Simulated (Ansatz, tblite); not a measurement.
Removing and adding an electron: `CC(=O)SC12CC3CC(CC(C3)C1)C2`. Total charge 0; singlet. Geometry: PBE0-D4/def2-SVP. Ansatz, gas phase; energy differences of separate SCF runs; the oxidised species was run as a doublet alone; the reduced species was run as a doublet alone.

```
atom   x (Å)   y (Å)   z (Å)
  C1  -3.741  -0.509   2.757
  C2  -2.383  -0.566   2.101
  O3  -1.477  -1.244   2.514
  S4  -2.299   0.479   0.661
  C5  -0.595   0.249   0.011
  C6  -0.342  -1.205  -0.400
  C7   1.052  -1.315  -1.030
  C8   2.107  -0.868  -0.014
  C9   1.852   0.589   0.383
 C10   1.924   1.480  -0.860
 C11   0.864   1.031  -1.870
 C12   1.125  -0.423  -2.272
 C13  -0.526   1.145  -1.236
 C14   0.462   0.710   1.020
 H15  -4.515  -0.853   2.055
 H16  -3.730  -1.153   3.645
 H17  -3.987   0.524   3.043
 H18  -1.116  -1.522  -1.120
 H19  -0.416  -1.857   0.482
 H20   1.232  -2.365  -1.315
 H21   2.070  -1.515   0.879
 H22   3.117  -0.972  -0.446
 H23   2.609   0.912   1.117
 H24   2.928   1.419  -1.315
 H25   1.762   2.535  -0.582
 H26   0.902   1.678  -2.763
 H27   0.381  -0.750  -3.019
 H28   2.116  -0.511  -2.748
 H29  -0.735   2.191  -0.956
 H30  -1.303   0.840  -1.958
 H31   0.262   1.755   1.309
 H32   0.399   0.092   1.927
```

The xTB rows come from tblite. HOMO above LUMO, or a gap near zero within one spin, warns that the state may not be the lowest or that an electron is smeared out.

Estimate orbital energies and vertical ionisation energies and electron affinities at: GFN1-xTB; GFN2-xTB; PBE-D4/def2-SVP; PBE0-D4/def2-SVP.


```
           level  −HOMO (eV)  vertical IE (eV)  −LUMO (eV)  vertical EA (eV)  HOMO–LUMO gap (eV)  IE − EA (eV)                                                                                                               remarks
        GFN1-xTB       11.57             13.94        7.45              3.84                4.11         10.10                                                                                                                     –
        GFN2-xTB       10.50             12.82        6.92              3.51                3.58          9.30                                                                                                                     –
 PBE-D4/def2-SVP        5.62              8.25        1.29             -1.38                4.33          9.63  HOMO above zero (-1 doublet), gap within one spin near zero (+1 doublet), gap within one spin near zero (-1 doublet)
PBE0-D4/def2-SVP        7.04              8.86        0.27             -1.54                6.77         10.40                                                                                          HOMO above zero (-1 doublet)
```

Relaxing the oxidised species (PBE0-D4/def2-SVP) changes its energy by -0.24 eV at PBE0-D4/def2-SVP, so the adiabatic ionisation energy to this nearest minimum is 8.61 eV. At PBE-D4/def2-SVP it is 8.24 eV.  Relaxing the reduced species (PBE0-D4/def2-SVP) changes its energy by -0.71 eV at PBE0-D4/def2-SVP, so the adiabatic electron affinity to this nearest minimum is -0.82 eV. At PBE-D4/def2-SVP it is -0.78 eV. The highest occupied level of the relaxed charge -1 doublet lies above zero (up to 1.63 eV). By energy differences, losing it releases 0.82 eV (each at its own geometry, to the charge 0 singlet, at PBE0-D4/def2-SVP).     A HOMO above zero means that the electron is unbound at that level or that self-interaction error raises the level; the energy of removing that electron tells which. Raw xTB energy differences between charge states are shifted by several eV; the methods need an empirical correction for them. Sets without diffuse functions give affinities that are too small. A negative affinity means that the extra electron isn't bound; its size then hangs on the basis.
